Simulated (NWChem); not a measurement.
# CH$_{3}$FO$_{2}$Si; SMILES O=C[Si@@H](O)F

```xyz
8

O     -0.1434    -1.9575     0.4914
C      0.6318    -1.2288    -0.1158
Si     0.0030     0.5834    -0.4260
O     -1.5583     0.4806     0.1186
F      0.9287     1.5705     0.4973
H      1.6480    -1.6215    -0.4271
H      0.0674     1.1135    -1.8184
H     -1.6543    -0.3713     0.6021
```
Atoms are numbered in this order, from 1.

All runs: NWChem. Pople sets run with spherical d functions. Coordinates come from a PBE-D3(BJ)/def2-SVP optimisation. Vzz is the largest principal value of the second derivative of the potential at the nucleus (NWChem prints the opposite sign); η is the asymmetry. Non-relativistic.

```tsv
level	Vzz O1 (a.u.)	η O1	Vzz O4 (a.u.)	η O4
PBE0/def2-SVP	-2.030	0.58	1.265	0.62
PBE0/6-31G*	-1.989	0.54	1.207	0.65
B3LYP/6-31G*	-1.997	0.55	1.227	0.62
B3LYP/def2-TZVP	-2.064	0.66	1.248	0.58
```
